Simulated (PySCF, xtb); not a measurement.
C2H7FSi2, SMILES F/C=C\[SiH2][SiH3]. The values are those of a single conformer.

Harmonic wavenumbers (cm⁻¹) from GFN2-xTB in xtb at its own minimum, in rising order: 18, 36, 98, 154, 339, 365, 437, 467, 474, 546, 617, 669, 746, 756, 783, 811, 816, 818, 879, 999, 1181, 1287, 1674, 2183, 2202, 2219, 2227, 2261, 3042, 3092.

Question: What does PBE-D3(BJ)/def2-SVP (PySCF) give at its own minimum? (An estimate is asked for; the answer gives what the named calculation found.)

Answer: 27, 91, 108, 159, 334, 358, 410, 502, 536, 609, 659, 729, 752, 784, 838, 891, 901, 904, 910, 1000, 1190, 1311, 1644, 2146, 2152, 2159, 2163, 2169, 3101, 3129. Paired by order, the mean absolute difference is 40 cm⁻¹ and the zero-point energies are 46.0 and 46.7 kcal/mol.
